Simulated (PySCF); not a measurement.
NiI2(PH3)2 (triplet state).
Geometry (PBE0-D3(BJ)/def2-SVP, Å), atoms numbered from 1 in this order:
```
atom  x, y, z in Å
Ni1    0.9050   -0.0157    0.6516
I2     0.2018   -0.0055    3.0627
I3     2.8537   -0.0304   -0.9446
P4    -0.2493    1.8270   -0.1839
H5    -0.3938    2.0290   -1.5802
H6     0.3659    3.0578    0.1514
H7    -1.5726    2.1259    0.2324
P8    -0.2813   -1.8402   -0.1788
H9    -1.6107   -2.1108    0.2370
H10    0.3087   -3.0825    0.1585
H11   -0.4293   -2.0402   -1.5753
```

Level of theory: PySCF 2.14.0, PBE0-D3(BJ)/def2-SVP geometry optimisation, gas phase, def2 core potentials past Kr.

(1) Which atoms are bound to Ni1, and at what distances?

(2) List the angles at Ni1.

(3) Describe the arrangement about Ni1 in numbers.

(4) What are the other bond lengths?

Results:

(1) 4 atoms: P8 2.329 Å, P4 2.329 Å, I2 2.512 Å, I3 2.519 Å. The nearest atom not counted as bound is H6, at 3.16 Å (others tie with it).

(2) 
```json
{"angle": "I2–Ni1–I3", "degrees": "145.6", "distance of the outer atoms (Å)": "4.81"}
{"angle": "P4–Ni1–P8", "degrees": "103.8", "distance of the outer atoms (Å)": "3.67"}
{"angle": "I2–Ni1–P8", "degrees": "101.7", "distance of the outer atoms (Å)": "3.76"}
{"angle": "I2–Ni1–P4", "degrees": "101.7", "distance of the outer atoms (Å)": "3.76"}
{"angle": "I3–Ni1–P8", "degrees": "99.4", "distance of the outer atoms (Å)": "3.70"}
{"angle": "I3–Ni1–P4", "degrees": "99.2", "distance of the outer atoms (Å)": "3.70"}
```

(3) Angles from 99.2° to 145.6°; τ4 = (360° − α − β)/141° = 0.78 with α and β the two widest (0 for a square, 1 for a tetrahedron).

(4) P4–H5 and 5 like bonds 1.418 Å.

Point group: near C2v, missed by 0.15 Å at most; the miss may be what the optimiser left on a soft mode (Cs holds within 0.08 Å). Charge 0, triplet. ⟨S²⟩ = 2.007 (exact for a triplet: 2.00). Stationary, but not proved a minimum.
